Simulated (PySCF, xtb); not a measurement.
Si(Cl)2(NH2)2 (Cl₂H₄N₂Si), SMILES N[Si](N)(Cl)Cl.

GFN2-xTB (xtb) at its own geometry gives an orbital gap of 7.23 eV and a dipole moment of 2.75 D.

Coordinates come from a B3LYP-D3(BJ)/def2-SVP optimisation. One conformer was computed; it need not be the lowest.

Question: What does PBE/def2-TZVP run with PySCF give? (The exact figures need the calculation; the answer reports its results.)

Answer: gap 6.16 eV (levels -6.55 and -0.39 eV), dipole 2.39 D.
